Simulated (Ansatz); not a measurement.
`[F][Ti]([F])([F])[O][SiH3]` + H–F → `[F][Ti]([F])([F])[F]` + `O[SiH3]`  (ligand exchange at a Ti–O bond)

Gas-phase electronic energies from Ansatz, PBE0-D4/def2-TZVP geometries. CBS: MP2 limit from def2 TZ/QZ plus the TZ coupled-cluster correction, frozen cores. This one scheme is used for every species. For Ti outer-core shells are correlated without core-valence functions, which leaves a few kJ/mol of doubt a bond. Scalar relativity is left out up to krypton. Each species was taken in one conformer, which may not be the lowest.

`[F][Ti]([F])([F])[O][SiH3]`:

```xyz
9

F    -0.386    1.748    2.154
Ti   -0.974    1.230    0.589
F    -2.615    0.643    0.745
F    -0.938    2.578   -0.526
O     0.052   -0.061   -0.023
Si    1.010   -1.275   -0.610
H     1.613   -0.824   -1.887
H     0.168   -2.475   -0.831
H     2.069   -1.563    0.387
```

H–F:

Z-matrix (Å, degrees):
```
F
H 1 0.920
```

`[F][Ti]([F])([F])[F]`:

```xyz
5

F    -0.658    0.290   -1.584
Ti    0.000    0.000    0.000
F     0.161   -1.713    0.256
F    -1.065    0.669    1.201
F     1.562    0.754    0.126
```

`O[SiH3]`:

Z-matrix (Å, degrees):
```
Si
O 1 1.648
H 1 1.489 2 111.7
H 1 1.489 2 111.7 3 120.9
H 1 1.481 2 105.9 3 -119.6
H 2 0.957 1 117.9 3 -60.5
```

```tsv
level	ΔE (kJ/mol)
MP2/def2-SVP	-0.1
CCSD/def2-TZVPP	-5.3
MP2/CBS(def2)	0.6
CCSD/CBS(def2)	-2.4
```

**Question.** What does CCSD(T)/CBS give? (An estimate is asked.)

**Answer.** The calculation gave: -1.6 kJ/mol. The listed levels differ from it by 1.5, -3.7, 2.2, -0.8 kJ/mol.

**Question.** What do rigid-rotor, harmonic-oscillator terms from PBE0-D4/def2-TZVP frequencies (298.15 K, 1 bar) make of the CCSD(T)/CBS value? (Best estimate.)

**Answer.** Computed: ΔZPE = +5.0 kJ/mol, ΔH = -0.8 kJ/mol, ΔS = -18 J/(mol·K), ΔG = +4.5 kJ/mol. Modes under 50 cm⁻¹ make the entropy rough.

Largest T1 diagnostic among the species: 0.023, so the coupled-cluster value is less sure than usual.

From BLYP to BHLYP (50 % exact exchange), in def2-TZVPP and without D4, ΔE moves by +10.5 kJ/mol. In def2-TZVPP, CCSD(T) changes the Hartree–Fock value by +5.6 kJ/mol (the triples alone add +0.8 kJ/mol) and MP2 by +7.8 kJ/mol. The D4 term adds +7.3 kJ/mol with B3LYP and +4.3 kJ/mol with PBE0; it sums over pairs of atoms, weighted by their polarisabilities, and B3LYP, whose exchange is more repulsive, gets the larger term.

CCSD(T)/CBS has its own doubt, a few kJ/mol and more with outer-core shells, so smaller differences from it don't rank the levels.

B3LYP here is the variant with VWN-RPA as its local correlation; programs differ in this.
